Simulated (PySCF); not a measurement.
**Magnetic susceptibility: `InChI=1S/C5H13AsSi/c1-2-5-3-6(7)4-5/h5H,2-4H2,1,7H3`**

Molfile (atoms numbered from 1):
```
C5H13AsSi
     RDKit          3D

 20 20  0  0  0  0  0  0  0  0999 V2000
   -2.6182    0.2093   -0.5771 C   0  0  0  0  0  0  0  0  0  0  0  0
   -1.7206   -0.6302    0.3244 C   0  0  0  0  0  0  0  0  0  0  0  0
   -0.2465   -0.2785    0.1500 C   0  0  0  0  0  0  0  0  0  0  0  0
    0.7200   -1.0906    1.0229 C   0  0  0  0  0  0  0  0  0  0  0  0
    1.8995    0.4936    1.3195 As  0  0  0  0  0  3  0  0  0  0  0  0
    3.0593    0.3869   -0.7059 Si  0  0  0  0  0  4  0  0  0  0  0  0
    0.1507    1.1347    0.5997 C   0  0  0  0  0  0  0  0  0  0  0  0
   -3.6633   -0.0510   -0.4257 H   0  0  0  0  0  0  0  0  0  0  0  0
   -2.4938    1.2678   -0.3598 H   0  0  0  0  0  0  0  0  0  0  0  0
   -2.3707    0.0439   -1.6239 H   0  0  0  0  0  0  0  0  0  0  0  0
   -1.8637   -1.6907    0.0966 H   0  0  0  0  0  0  0  0  0  0  0  0
   -2.0057   -0.4741    1.3692 H   0  0  0  0  0  0  0  0  0  0  0  0
    0.0168   -0.4128   -0.9042 H   0  0  0  0  0  0  0  0  0  0  0  0
    1.1427   -1.9762    0.5456 H   0  0  0  0  0  0  0  0  0  0  0  0
    0.2429   -1.3957    1.9577 H   0  0  0  0  0  0  0  0  0  0  0  0
    2.2786   -0.0268   -1.8822 H   0  0  0  0  0  0  0  0  0  0  0  0
    3.6352    1.6982   -1.0329 H   0  0  0  0  0  0  0  0  0  0  0  0
    4.1683   -0.5702   -0.5932 H   0  0  0  0  0  0  0  0  0  0  0  0
   -0.4942    1.4828    1.4110 H   0  0  0  0  0  0  0  0  0  0  0  0
    0.1576    1.8903   -0.1875 H   0  0  0  0  0  0  0  0  0  0  0  0
  1  2  1  0
  2  3  1  0
  3  4  1  0
  4  5  1  0
  5  6  1  0
  5  7  1  0
  7  3  1  0
  1  8  1  0
  1  9  1  0
  1 10  1  0
  2 11  1  0
  2 12  1  0
  3 13  1  0
  4 14  1  0
  4 15  1  0
  6 16  1  0
  6 17  1  0
  6 18  1  0
  7 19  1  0
  7 20  1  0
M  END
```

Computed, not measured: GIAO HF/pcSseg-1 magnetisability, rotational g tensor and spin-rotation constants, non-relativistic, gas phase (PySCF). Geometry: GFN2-xTB.

The calculation is non-relativistic, which matters for the atoms heavier than Zn.

Question: How diamagnetic is it, and how anisotropic?

Answer: Isotropic -1744 × 10⁻³⁰ J/T², or -105.0 × 10⁻⁶ cm³/mol; principal values -1876, -1824, -1531 × 10⁻³⁰ J/T², anisotropy 323 × 10⁻³⁰ J/T² (root of half the summed squared differences of the principal values). The susceptibility is in cgs units.

Question: Split it along the inertial axes a, b, c into diamagnetic and paramagnetic parts about the centre of mass, with the quadrupole moment.

Answer: 
| axis | χ (10⁻⁶ cm³/mol) | diamagnetic (10⁻⁶ cm³/mol) | paramagnetic (10⁻⁶ cm³/mol) | summed x² of all electrons (Å²) | quadrupole Θ (D Å) |
| --- | --- | --- | --- | --- | --- |
| a | -108.6 | -601.0 | 492.5 | 329.6 | -1.09 |
| b | -95.4 | -1628.8 | 1533.4 | 87.4 | -1.67 |
| c | -111.0 | -1769.2 | 1658.2 | 54.3 | +2.77 |

Anisotropies 2χaa − χbb − χcc = -10.7 and 2χbb − χaa − χcc = +28.8 × 10⁻⁶ cm³/mol. Θ is traceless in Buckingham's convention.

Question: And the rotational g tensor?

Answer: 
```csv
axis,rotational constant (GHz),g,nuclear part,electronic part
a,2.6876,-0.0160,0.6058,-0.6218
b,0.8242,-0.0099,0.5839,-0.5937
c,0.7435,-0.0044,0.5748,-0.5792
```
Asymmetric top; isotopes 75As, 12C, 1H, 28Si; no vibrational averaging.
